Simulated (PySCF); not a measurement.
C₄H₉NSi, SMILES C#CCC[SiH2]N. Coordinates come from a B3LYP-D3(BJ)/def2-SVP optimisation. The structure was generated by enumeration, and PubChem lists no compound with its InChIKey, so it may never have been made. The values are those of a single conformer.

Computed equilibrium geometry at B3LYP-D3(BJ)/def2-SVP (PySCF confirms it by a frequency run) as bond lengths and angles, and its point group (one conformer of several):
point group Cs.
Atoms: C1 C2 C3 C4 Si5 N6 H7 H8 H9 H10 H11 H12 H13 H14 H15. Bond lengths (Å): C1–C2 1.212, C1–H7 1.073, C2–C3 1.463, C3–C4 1.543, C3–H8 1.105, C3–H9 1.105, C4–Si5 1.897, C4–H10 1.104, C4–H11 1.104, Si5–N6 1.735, Si5–H12 1.494, Si5–H13 1.494, N6–H14 1.015, N6–H15 1.015. Angles (°): C2–C1–H7 179.7, C1–C2–C3 178.7, C2–C3–C4 113.6, C2–C3–H8 108.8, C2–C3–H9 108.8, C4–C3–H8 109.9, C4–C3–H9 109.9, H8–C3–H9 105.6, C3–C4–Si5 113.5, C3–C4–H10 109.6, C3–C4–H11 109.6, Si5–C4–H10 108.9, Si5–C4–H11 108.9, H10–C4–H11 105.9, C4–Si5–N6 116.0, C4–Si5–H12 107.8, C4–Si5–H13 107.8, N6–Si5–H12 107.6, N6–Si5–H13 107.6, H12–Si5–H13 109.9, Si5–N6–H14 120.3, Si5–N6–H15 120.3, H14–N6–H15 110.7.
Charge 0, spin multiplicity 1.
